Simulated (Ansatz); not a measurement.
Consider the ligand exchange at a B–C bond: `BC(=C)CI` + `C[NH][ZnH]` → `B[N](C)[ZnH]` + `C=CCI`.

Program: Ansatz. Geometries: PBE0-D4/def2-TZVP. ΔE: electronic, gas phase. CBS: MP2 limit from def2 TZ/QZ plus the TZ coupled-cluster correction, frozen cores. DFT in def2-TZVPP. def2 core potentials past Kr. For I, Zn outer-core shells are correlated without core-valence functions, which leaves a few kJ/mol of doubt a bond. Scalar relativity is left out up to krypton. Each species was taken in one conformer, which may not be the lowest.

```csv
level,ΔE (kcal/mol)
r2SCAN-D4,-34.4
PBE0-D4,-33.8
PBE0,-34.1
HF/def2-TZVPP,-32.7
SCS-MP2/def2-TZVPP,-33.8
CCSD/def2-TZVPP,-34.2
HF/def2-QZVPP,-32.7
HF/CBS(def2),-32.6
```

Question: What does CCSD(T)/CBS give? (Estimate.)

Answer: Ansatz gave: -33.5 kcal/mol. The listed levels differ from it by -0.9, -0.3, -0.6, 0.8, -0.3, -0.7, 0.8, 0.9 kcal/mol.

Largest T1 diagnostic among the species: 0.016.

In def2-TZVPP, CCSD(T) changes the Hartree–Fock value by −1.8 kcal/mol (the triples alone add −0.3 kcal/mol) and MP2 by −1.2 kcal/mol.
